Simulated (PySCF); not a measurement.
A structure optimised at B3LYP-D3(BJ)/def2-SVP, used in a PySCF frequency run:

```xyz
6

B      0.3719     0.0088     0.0000
Cl    -0.5587     1.5302     0.0000
O      1.7212     0.0208     0.0000
H      2.0992     0.9106     0.0000
S     -0.5489    -1.5498     0.0000
H      0.5517    -2.3379     0.0000
```

Problem. Write its SMILES, formula and point group.

Solution. OB(S)Cl, BClH2OS, Cs

Problem. What are its rotational constants (standard atomic weights)?

Solution. 6.8084, 3.0396, 2.1014 GHz
